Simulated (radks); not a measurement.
Values are calculated unless marked as measured or tabulated.
Task: Br17+, 18 electrons, occupied as [Ar]. Code: a radial shooting solver on a logarithmic mesh with Libxc functionals. Model: scalar-relativistic Kohn-Sham, exchange-only LDA, spin-polarised, spherical densities, point nucleus. Some entries of the table are withheld. Estimate them.

orbital  occ.  eigenvalue (hartree)  <1/r> (bohr^-1)  r(max) (bohr)
1s          2             -511.4289              (1)            (2)
2s          2             -86.51549            7.930            (3)
2p          6                   (4)            7.755         0.1273
3s          2             -27.89292            2.960         0.4540
3p          6             -25.53642              (5)            (6)

Result: 
(1) 1s <1/r> (bohr^-1): 35.60
(2) 1s r(max) (bohr): 0.02796
(3) 2s r(max) (bohr): 0.1592
(4) 2p eigenvalue (hartree): -79.13961
(5) 3p <1/r> (bohr^-1): 2.860
(6) 3p r(max) (bohr): 0.4420
